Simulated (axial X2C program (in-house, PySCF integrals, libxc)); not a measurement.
## NaSr: properties at the nuclei

Computed with an axial X2C code built on PySCF integrals: two-component X2C with atomic mean-field Coulomb and Gaunt terms, Gaussian nuclei, basis Sr dyall-cv3z, Na dyall-cv3z with contracted cores.

R = 3.871 Å (near the PBE0 minimum at charge 0 of the determinant lowest at the starting distance; the state shown can have its own minimum elsewhere).

Determinant lowest in the PBE0 search, Ω = 1/2 (⟨Sz⟩ = 0.50, ⟨Lz⟩ = 0.00 at PBE0), spin on the atoms Sr 0.15, Na 0.35:

```csv
level,Eeff magnitude (GV/cm),Ws magnitude Sr (kHz),A∥/gI Sr (MHz),qzz Sr (a.u.),A∥/gI Na (MHz),qzz Na (a.u.),μ (D)
PBE0,1.69,1.54,468,-0.54,423,-0.03,0.33
HF,3.18,2.91,344,-0.69,405,-0.03,-0.40
LDA,1.17,1.05,552,-0.46,481,-0.03,0.07
TPSSh,1.75,1.59,542,-0.62,365,-0.04,0.39
BHandHLYP,1.77,1.61,529,-0.48,490,-0.03,0.10
```

Eeff is the effective electric field on the electron electric dipole moment in this Ω state and Ws the scalar–pseudoscalar constant of the nucleus named (defined with the proton number Z and per Ω); A∥ (defined per Ω) follows by multiplying with gI = μI/(I μN); qzz is the electric field gradient, eQq0 = 234.96 MHz × Q/barn × qzz; μ is positive if the Na end (last atom) is positive. The operators were transformed with the bare-nucleus X2C matrices; with these basis sets, hyperfine constants and field gradients can be off by tens of per cent, and where levels differ in sign neither size nor sign is settled.

Question: With gI(87Sr) = -0.2428, Q(87Sr) = 0.305 barn, gI(23Na) = 1.4783 (g factors from the IAEA table of nuclear moments by Stone; Q from Pyykkö, Mol. Phys. 2018), turn the PBE0 values of the first state into constants in MHz.

Answer: A∥(87Sr) = 468 × -0.2428 = -114 MHz; eQq0(87Sr) = 234.96 × (0.305) × (-0.54) = -38.7 MHz; A∥(23Na) = 423 × 1.4783 = 625 MHz.

Each state is one determinant with collinear spin. Unrestricted Hartree–Fock can overshoot spin polarisation at the nuclei. Where Eeff spreads by more than a factor of two the levels disagree and none is to be relied on. The search compared states at one distance, so a state with another bond length can lie lower. Further determinants of the search, some of them spin-mixed, are not shown.
